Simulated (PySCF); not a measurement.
A calculated (PBE, PySCF 2.14, aug-cc-pwCVDZ, no relativity, point nucleus) atom or ion has these occupied shells.

| shell | electrons | orbital energy (eV) | rms radius, mean of both spins (bohr) |
| --- | --- | --- | --- |
| 1s α | 1 | -401.56 | 0.267 |
| 1s β | 1 | -400.37 | 0.267 |
| 2s α | 1 | -33.623 | 1.38 |
| 2s β | 1 | -30.142 | 1.38 |
| 2p α | 2 | -22.021 | 1.41 |

Name the element and its charge.

N+ (nitrogen, charge +1), in [He] 2s2 2p2, high-spin 3P determinant.
